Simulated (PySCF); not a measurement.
diboron tetrafluoride cation (B2F4), SMILES FB(F)B(F)F (connectivity only; charge and spin as stated), charge +1, multiplicity 2. Atoms are numbered in the order given.

```xyz
6

F     -1.4825    -0.8601     0.8194
B     -1.0321     0.0000     0.0000
F     -1.4825     0.8601    -0.8194
B      1.0321     0.0000     0.0000
F      1.4825    -0.8601    -0.8194
F      1.4825     0.8601     0.8194
```
Charge +1, spin multiplicity 2.

Geometry: B3LYP-D3(BJ)/def2-SVP. The multiplicity is an assumed one; other spin states were not compared. One conformer was computed; it need not be the lowest.

Computed with PBE0/pcH-1 run with PySCF.

Unrestricted Kohn–Sham, ⟨S²⟩ = 0.752. Hyperfine tensors hold the contact and dipolar terms, without spin-orbit corrections.

Computed hyperfine couplings:
```
nucleus    A(iso) (MHz)  A(iso) (G)  dipolar principal values (MHz)
---------  ------------  ----------  ------------------------------
19F no. 1         230.4        82.2           -208.5, -186.9, 395.3
11B no. 2         206.1        73.5              -18.8, -18.5, 37.4
19F no. 3         230.4        82.2           -208.5, -186.9, 395.3
11B no. 4         206.1        73.5              -18.8, -18.5, 37.4
19F no. 5         230.4        82.2           -208.5, -186.9, 395.3
19F no. 6         230.4        82.2           -208.5, -186.9, 395.3
```

Task: And the g tensor (effective nuclear charges for spin-orbit coupling, GIAO)? (An estimate is asked for; the answer gives what the named calculation found.)

Result: principal values 2.0015, 2.0019, 2.0022; isotropic 2.0018.
